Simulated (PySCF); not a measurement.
# From computed data to an observable: chemical shift, span and skew from a shielding tensor

Cl2HSi, SMILES Cl[SiH]Cl (connectivity only; charge and spin as stated), charge +1, multiplicity 1. Atoms are numbered in the order given.

```xyz
4

Cl     0.0000    -1.6923     0.3241
Si     0.0000     0.0000    -0.6369
Cl     0.0000     1.6923     0.3241
H      0.0000     0.0000    -2.1037
```
Charge +1, spin multiplicity 1.

Geometry: PBE0-D3(BJ)/def2-TZVP. The multiplicity is an assumed one; other spin states were not compared. The isomer is the one that the SMILES or the coordinates give; other isomers of the formula were not compared.

GIAO shieldings from KT2/pcSseg-2 (PySCF), non-relativistic, no solvent. The symmetric part of the tensor of Si2 has the principal values 158.6, 225.2, 265.7 ppm. The same nucleus in TMS has σ = 351.7 ppm at this level (PySCF, at its B3LYP-D3(BJ)/def2-TZVP geometry). Without spin–orbit terms, shifts of atoms bonded to Cl or Br come out too high.

Problem. Work out the isotropic shielding, the ²⁹Si shift against TMS, the span and the skew.

Solution. 
σ(iso) = (σ11 + σ22 + σ33)/3 = 216.5 ppm. δ = σ(ref) − σ(iso) = 351.7 − (216.5) = 135.2 ppm.
Span Ω = σ33 − σ11 = 107.1 ppm. Skew κ = 3(σ(iso) − σ22)/Ω = -0.24. Tumbling in solution averages the tensor to δ; in a static solid the shielding alone would spread this spin-1/2 line over Ω.
